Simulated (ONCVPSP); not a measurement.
# Configuration tests for Te (ONCV)

```json
{
  "Element": "Te (Z = 52)",
  "Generator": "ONCVPSP 4.0.1",
  "Type": "optimised norm-conserving Vanderbilt (ONCV)",
  "Functional": "PBE",
  "Relativity": "scalar-relativistic",
  "Frozen core": "[Kr] 4d10",
  "Valence charge": "6",
  "Reference configuration": "5s2 5p4",
  "Partial waves": "5s: rc 1.70 bohr, ncon 4, nbas 8, qcut 3.7 1/bohr, 2 projectors, debl 3.4 Ha; 5p: rc 2.00 bohr, ncon 4, nbas 8, qcut 4.1 1/bohr, 2 projectors, debl 1.8 Ha",
  "Local potential": "polynomial inside 1.25 bohr (lpopt 5, dvloc0 1 Ha)",
  "Core correction": "Teter function, fcfact 2.5, rcfact 1.5"
}
```

Energies are relative to the spin-unpolarised reference configuration 5s2 5p4; without spin polarisation the order of configurations can differ from experiment.

| valence configuration | charge | ΔE all-electron (eV) | error AE − PS (meV) |
| --- | --- | --- | --- |
| 5s2 5p3 | +1 | 9.729 | -13 |
| 5s2 5p2 | +2 | 27.654 | -78 |
| 5s2 5p1 | +3 | 54.552 | -247 |

Problem. What are ΔE and the potential's error for 5s2 5p0?

Solution. ΔE = 91.036 eV all-electron; the error (AE − PS) is -566 meV.

Levels in the configuration 5s2 5p2:

```json
{"level": "5s", "all-electron (eV)": "-32.715", "pseudo (eV)": "-32.824"}
{"level": "5p", "all-electron (eV)": "-22.304", "pseudo (eV)": "-22.406"}
```

Note: ghosts flagged at negative energy: s at -35.4 eV; GHOST(+) flagged for p at 62.9 eV. A true bound ghost makes a file unfit for plane-wave use.
